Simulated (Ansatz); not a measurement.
# Which method gave which barrier?

Saddle point of SiHF3, singlet (SiF₂ + HF → SiF₂ + HF; bonds formed: Si1–F5, F2–H3; bonds broken: Si1–F2, H3–F5), PBE0-D4/def2-TZVP structure:

```
5
angstrom
Si -0.8911 -0.0112 0.5157
F 0.2575 -1.1458 -0.4378
H 0.4349 -0.1141 -0.9266
F 0.1829 0.3146 1.6590
F 0.0158 0.9564 -0.8103
```

Ansatz 0.2.0; basis: def2-TZVPP, with def2-QZVPP for the basis limit; cores frozen in the correlated methods. Extrapolation: Hartree–Fock as exp(−7.88 √X), correlation as X^−2.97. Four methods, as single points on the PBE0-D4 structures, gave these electronic barriers from the start structure: 9.3, 45.2, 61.6, 102.8 kJ/mol.

Problem. The methods were, in alphabetical order, CCSD(T), HF, r2SCAN-D4, SPW92. Which gave which? (Judge from chemistry; the calculation decides.)

Solution. The calculation gives: SPW92 9.3; r2SCAN-D4 45.2; CCSD(T) 61.6; HF 102.8 kJ/mol. For comparison, CCSD(T) at an estimated basis limit (MP2 extrapolated from triple and quadruple zeta, plus CCSD(T) − MP2 in triple zeta) gives 62.3 kJ/mol.

The T1 diagnostic stays at or below 0.014.

For scale, one of the runs: CCSD(T)/def2-TZVPP, 149 basis functions, launched by `ansatz run in.yaml --threads 2 --pin off --events-out ev --progress --plain --max-ram 4352MiB`. Time: 26 s of wall clock on 2 CPU threads of an Arm Neoverse V2; the host was shared. Peak host memory: 1 GiB.
